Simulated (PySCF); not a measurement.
## Spinor energies of Ta³⁷⁺ (tantalum, charge +37)

Start: [Kr]. Calculated with PySCF 2.14 in an uncontracted even-tempered set (17 s from 4.1 bohr⁻², ratio 2.8; 14 p from 5.4 bohr⁻², ratio 2.8; 8 d from 9.5 bohr⁻², ratio 2.8; 4 f from 27 bohr⁻², ratio 3): generalised Hartree-Fock with the X2C-1e Hamiltonian and a Gaussian nucleus; one run each with spin-orbit coupling (SO) switched off, then screened by Boettger's factors.

| spinor shell | electrons | ε, spin-free (eV) | ε, screened SO (eV) | weight of nominal j (screened SO) | rms radius, screened SO (bohr) |
| --- | --- | --- | --- | --- | --- |
| 1s1/2 | 2 | -69389.7 | -69370.2 | 1.000 | 0.0211 |
| 2s1/2 | 2 | -13399.3 | -13393.1 | 1.000 | 0.0853 |
| 2p1/2 | 2 | -11945.6 | -12852.6 | 1.000 | 0.0726 |
| 2p3/2 | 4 | -11945.6 | -11575.8 | 1.000 | 0.0799 |
| 3s1/2 | 2 | -4322.4 | -4320.3 | 1.000 | 0.216 |
| 3p1/2 | 2 | -3879.3 | -4083.0 | 1.000 | 0.207 |
| 3p3/2 | 4 | -3879.3 | -3794.5 | 1.000 | 0.221 |
| 3d3/2 | 4 | -3367.8 | -3404.2 | 1.000 | 0.195 |
| 3d5/2 | 6 | -3367.8 | -3341.8 | 1.000 | 0.199 |
| 4s1/2 | 2 | -1938.7 | -1937.9 | 1.000 | 0.455 |
| 4p1/2 | 2 | -1769.8 | -1832.5 | 1.000 | 0.453 |
| 4p3/2 | 4 | -1769.8 | -1743.5 | 1.000 | 0.477 |

```
   quantity     spin-free   screened SO
E (hartree)  -14781.78777  -14799.31308
        M_J             0             0
       ⟨J²⟩         0.000         0.000
       ⟨L²⟩         0.000         0.076
       ⟨S²⟩         0.000         0.076
```

Breit and QED terms are absent; they matter most for the inner s and p1/2 levels.

Densities and radii are taken from the X2C orbitals without a picture-change correction, which distorts them close to the nucleus.

Without spin-orbit coupling the j labels of p, d and f shells carry no meaning; the spin-free column gives the mean over the occupied spinors of each nl shell.
